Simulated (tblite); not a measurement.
C9H10Si.
InChI=1S/C9H10Si/c1-7-6-10-9-5-3-2-4-8(7)9/h2-6H,10H2,1H3

Method: GFN2-xTB as coded in tblite; computed harmonic values from a numerical Hessian at the method's own geometry, unscaled. This tight-binding method is rough: wavenumbers can miss measured ones by several per cent, in bad cases by 10 to 20. Modes of hydrogen on silicon can be 10 to 20 % off.

Harmonic wavenumbers (cm⁻¹): 109.8, 153.8, 174.6, 182.3, 247.9, 361.5, 367.0, 380.7, 423.6, 489.8, 494.2, 512.6, 517.4, 556.8, 626.4, 681.2, 686.7, 749.9, 766.3, 777.4, 812.2, 830.3, 880.1, 912.6, 927.7, 1002.7, 1018.3, 1032.3, 1090.9, 1107.6, 1166.6, 1172.8, 1191.3, 1256.4, 1308.4, 1340.9, 1394.9, 1436.7, 1438.3, 1480.7, 1484.0, 1573.1, 1588.2, 1617.9, 2239.7, 2248.9, 2994.1, 3005.6, 3037.1, 3060.7, 3065.5, 3076.4, 3079.8, 3083.8.

A = 1745, B = 1169, C = 708.8 MHz; mass 146.055 u (most abundant isotopes); point group Cs, symmetry number 1.

Q: What is the zero-point energy?

A: Half the sum of the wavenumbers: 33608 cm⁻¹ = 96.09 kcal/mol.

Q: What is S at 298.15 K and 1 bar for an ideal gas of classical rigid rotors and harmonic oscillators?

A: Translation 40.87, rotation 29.79, vibration 22.86: S = 93.5 cal/(mol K).

Q: And Cp and H(298.15 K) − H(0)?

A: Cp = 40.31 cal/(mol K), of which vibrations give 32.36 (their classical limit is 54 R = 107.3); H(298.15 K) − H(0) = 6.54 kcal/mol without the zero-point energy, 4.17 from vibrations.

Q: What must be added to the electronic energy to get the Gibbs energy at 298.15 K and 1 bar?

A: ZPE + [H(298.15 K) − H(0)] − T·S = 96.09 + 6.54 − 27.88 = 74.75 kcal/mol.

Q: Blend soft modes into free rotors: weight 1/[1 + (100 cm⁻¹/ν̃)⁴] for the oscillator and the rest for a rotor with moment μB/(μ + B), μ = h/(8π²ν), B = 10⁻⁴⁴ kg m². What vibrational entropy results?

A: 22.63 cal/(mol K) in place of 22.86, which changes −T·S at 298.15 K by +0.07 kcal/mol.

Hindered rotation and anharmonicity are outside this model.
